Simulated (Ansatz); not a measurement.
CH5BSi, SMILES `B[SiH]=C` (charge 0, multiplicity 1).

The numbers are results of LC-ωPBE/cc-pVTZ // B3LYP-D3(BJ)/def2-TZVP (Ansatz, an electronic-structure program), not measurements.

Ansatz 0.2 input:
```yaml
crystal:
  periodic: [false, false, false]
  atoms:
    - { symbol: B, position_ang: [1.646371, -0.105995, -0.149672] }
    - { symbol: Si, position_ang: [-0.161304, -0.253354, 0.605873] }
    - { symbol: C, position_ang: [-1.513542, 0.297892, -0.312746] }
    - { symbol: H, position_ang: [1.756179, 0.366491, -1.236563] }
    - { symbol: H, position_ang: [2.622939, -0.464312, 0.426694] }
    - { symbol: H, position_ang: [-0.43474, -0.820732, 1.944306] }
    - { symbol: H, position_ang: [-2.542993, 0.257423, 0.022006] }
    - { symbol: H, position_ang: [-1.372911, 0.722587, -1.299897] }
basis:
  gaussian: { orbitals: cc-pVTZ }
hamiltonian:
  xc: lc_wpbe
```

Output:

```
Functional definition: LC-wPBE
951 factors; their error is unknown
334 factors; integrals over basis functions are off by at most 2.8e-5 eV
mean field evaluation 1: about -9662.7980 eV, gradient 3.9e1 eV
mean field evaluation 2: about -9662.4921 eV, gradient 3.9e1 eV
mean field evaluation 4: about -9666.6792 eV, gradient 1.1e0 eV
mean field evaluation 8: about -9666.6512 eV, gradient 3.1e-1 eV
mean field evaluation 16: about -9666.6513 eV, gradient 1.9e-5 eV
mean field -9666.65133171 eV, -355.2428841487 hartree, gradient 1.9e-5 eV, S^2 0.000000; 0 other end points of the search recorded, 0 dependent functions left out
reference -9666.65133172 eV, -355.2428841490 hartree; 15, 15 occupied and 149, 149 virtual orbitals, 951 factors
Total energy: -9666.65133172 eV, -355.2428841490 hartree
```
